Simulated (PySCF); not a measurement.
Compound: trichlorogallium, GaCl3.
SMILES: `[Cl][Ga]([Cl])[Cl]`

Jobs on this species (4 atoms, 82 electrons) with PySCF (density fitting). Hardware of each: an Arm Neoverse V1 with one thread (shared host). Other jobs ran on the host; a repeat could differ by tens of per cent or more. Peak memory is the resident size of the whole Python process, interpreter and libraries included.

Task: Rank these jobs by wall time, shortest first.
A. delta-SCF UKS SCAN, pcX-1 on the ionised atom, pcseg-1 elsewhere, spin-free X2C; ΔSCF core ionisation, 2 holes; 103 basis functions
B. delta-SCF UKS HF, pcX-2 on the ionised atom, pcseg-1 elsewhere, spin-free X2C; ΔSCF core ionisation, 2 holes; 123 basis functions
C. PBE0-D3(BJ)/def2-SVP, grid level 1; geometry optimisation from a GFN2-xTB start shaken at random; 86 basis functions

Result: A (2.9 s), B (5.0 s), C (20 s).

All jobs:

```
                                                                 level and settings                                                          work  basis functions  SCF cycles  wall time  peak memory
     delta-SCF UKS PBE, pcX-2 on the ionised atom, pcseg-1 elsewhere, spin-free X2C                                 ΔSCF core ionisation, 2 holes              123          26      2.6 s     0.41 GiB
    delta-SCF UKS SCAN, pcX-1 on the ionised atom, pcseg-1 elsewhere, spin-free X2C                                 ΔSCF core ionisation, 2 holes              103          26      2.9 s     0.41 GiB
delta-SCF UKS SCAN, def2-TZVP on the ionised atom, pcseg-1 elsewhere, spin-free X2C                                 ΔSCF core ionisation, 2 holes              100          25      3.1 s     0.41 GiB
 delta-SCF UKS SCAN, pcX-2 on the ionised atom, pcseg-1 elsewhere, non-relativistic                                 ΔSCF core ionisation, 2 holes              123          27      3.6 s     0.41 GiB
    delta-SCF UKS SCAN, pcX-2 on the ionised atom, pcseg-1 elsewhere, spin-free X2C                                 ΔSCF core ionisation, 2 holes              123          26      3.7 s     0.36 GiB
      delta-SCF UKS HF, pcX-2 on the ionised atom, pcseg-1 elsewhere, spin-free X2C                                 ΔSCF core ionisation, 2 holes              123          21      5.0 s     0.41 GiB
    delta-SCF UKS PBE0, pcX-2 on the ionised atom, pcseg-1 elsewhere, spin-free X2C                                 ΔSCF core ionisation, 2 holes              123          22      6.7 s     0.41 GiB
   delta-SCF UKS B3LYP, pcX-2 on the ionised atom, pcseg-1 elsewhere, spin-free X2C                                 ΔSCF core ionisation, 2 holes              123          23      7.0 s     0.41 GiB
                                                 PBE0-D3(BJ)/def2-SVP, grid level 1  geometry optimisation from a GFN2-xTB start shaken at random               86          40       20 s     0.36 GiB
```

Task: What do all jobs in the table cost together?

Result: About 55 s; the longest takes about 37 % of that, and about 7.7 times as long as the shortest.
